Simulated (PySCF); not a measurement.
Task: What does the PBE0-D3(BJ)/def2-SVP structure of `C=C(F)/C(F)=C\Br` look like in three dimensions?

Result: 
```xyz
10
C4H3BrF2 angstrom
C     -1.8106    0.5812    0.0557
C     -0.7291   -0.1924    0.1711
F     -0.8204   -1.4307    0.6427
C      0.6228    0.2252   -0.1945
F      0.6492    1.4660   -0.6920
C      1.7981   -0.4148   -0.1044
Br     2.1147   -2.1291    0.5400
H     -2.7871    0.1965    0.3512
H     -1.7191    1.5929   -0.3342
H      2.6905    0.1134   -0.4448
```

Orientation and origin are arbitrary. Atoms count from 1 in this order. The C–C distances run from 1.335 Å (C1=C2, drawn double) to 1.461 Å (C2–C4, drawn single), a spread of 0.126 Å. Of the pairs four or more bonds apart, F5···H9 is among the closest relative to their van der Waals radii: 2.40 Å, 90 % of the sum of Bondi's values. The 7 heavy atoms lie in one plane (0.017 Å rms).

Bonds between heavy atoms (Å): C1=C2 1.335, C2–F3 1.328, C2–C4 1.461, C4–F5 1.337, C4=C6 1.341, C6–Br7 1.859.

Computed with PBE0-D3(BJ)/def2-SVP geometry optimisation, gas phase (PySCF).

PBE0-D3(BJ)/def2-SVP frequencies: not computed here. One conformer, not necessarily the lowest (C1–C2–C4–F5 -2°).
